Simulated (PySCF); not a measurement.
Polarisability and C₆ of Xe²⁺ (xenon, charge +2)

[Kr] 4d10 5s2 5p4, high-spin 3P determinant. All numbers are calculated (PySCF 2.14, scalar relativity by spin-free X2C-1e, in aug-cc-pwCVTZ-DK3 with one added diffuse shell each of s, p, d, f type (11s10p8d5f1g, 125 functions)). Coupled (time-dependent) response in atomic units; α is the mean over directions.

| method | mean α (bohr³) | α xx, yy, zz | C₆ (like pair) | S(−4) |
| --- | --- | --- | --- | --- |
| BHandHLYP | 12.71 | 12.66, 12.80, 12.66 | 91.47 | 26.90 |

S(−4) is the Cauchy moment in α(ω) = α(0) + S(−4) ω² + …

Spin-orbit coupling is absent.

α(iu) at BHandHLYP:

```tsv
u (hartree)	α(iu) (bohr³)
0	12.71
0.0500	12.64
0.100	12.45
0.200	11.73
0.300	10.71
0.500	8.474
0.750	6.157
1.00	4.576
1.50	2.820
2.00	1.957
3.00	1.153
5.00	0.5645
```

A single London oscillator, α(iu) = α/(1 + u²/ω²), gives C₆ = (3/4) ω α². Matching the computed C₆ needs ω = 4 × 91.47 / (3 × 12.71²) = 0.755 hartree.

For an ion, C₆ is the dispersion term alone; charge-induced terms of lower order in 1/R come first.

The components differ because the open shell of this determinant is not spherical; for a pure term their mean is the scalar polarisability.
